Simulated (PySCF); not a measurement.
Compound: Nb(NH2)4 (doublet state).
Z-matrix (Å and degrees, PBE0-D3(BJ)/def2-SVP geometry), rows numbered from 1:
```
Nb
N   1  1.9844
H   2  1.0193  1  124.54
H   2  1.0192  1  124.78  3  -160.32
N   1  1.9841  2  107.16  3   -38.52
H   5  1.0194  1  124.58  2   -39.15
H   5  1.0194  1  124.67  2   160.96
N   1  1.9848  2  107.74  3  -160.96
H   8  1.0194  1  124.66  2    38.26
H   8  1.0192  1  124.66  2  -161.57
N   1  1.9846  2  113.60  3    80.16
H  11  1.0192  1  124.68  2    80.19
H  11  1.0193  1  124.64  2   -80.18
```

The calculation used PySCF 2.14.0, PBE0-D3(BJ)/def2-SVP geometry optimisation, gas phase, def2 core potentials past Kr.

Masses are those of the commonest isotopes; rigid-rotor values at the optimised geometry. 

Question: What are A, B and C (MHz)?

Answer: Ia = 181.75, Ib = 182.54, Ic = 194.25 u·Å²; 505379 MHz·u·Å²/I gives A = 2781, B = 2769, C = 2602 MHz.

Question: What kind of rotor is it?

Answer: An oblate symmetric top, as the point group D2d requires two equal moments; the computed ones differ by 0.43 % because the geometry is symmetric only within the optimiser's tolerance. Ray's parameter κ = (2B − A − C)/(A − C) = 0.866; −1 is the prolate and +1 the oblate limit.

Question: Is it planar, by Δ = Ic − Ia − Ib?

Answer: Not planar: Δ = Ic − Ia − Ib = -170.04 u·Å². For a rigid frame Δ = −2 Σ m c², so Σ m c² = 85.02 u·Å² lies off the ab plane: 18.77 from hydrogen and 66.25 from heavier atoms. The atom farthest from that plane is 1.56 Å away.

Question: Give the other two planar moments, Paa and Pbb, and the rms extents of the mass along the axes.

Answer: Paa = Σ m a² = (Ib + Ic − Ia)/2 = 97.52 and Pbb = Σ m b² = (Ia + Ic − Ib)/2 = 96.73 u·Å². With the mass M = 156.98 u, the rms extents √(P/M) along a, b and c are 0.79, 0.78, 0.74 Å.

The point group D2d allows no dipole (computed: 0.01 D), so a rigid rotor has no electric-dipole lines.

Question: Estimate the classical rotational partition function at 10 K, 100 K and 500 K.

Answer: Point group D2d, symmetry number σ = 4; q = (√π/σ)·√((kT/h)³/(ABC)), k/h = 20836.6 MHz/K: 298 at 10 K, 9420 at 100 K, 105000 at 500 K.

For this open shell read J as N, the rotation without spin; fine and hyperfine splittings come on top. No PBE0-D3(BJ)/def2-SVP frequencies stand behind this structure, so it isn't proved a minimum. ⟨S²⟩ = 0.755 (exact for a doublet: 0.75). Zero-point vibration and centrifugal distortion are left out.
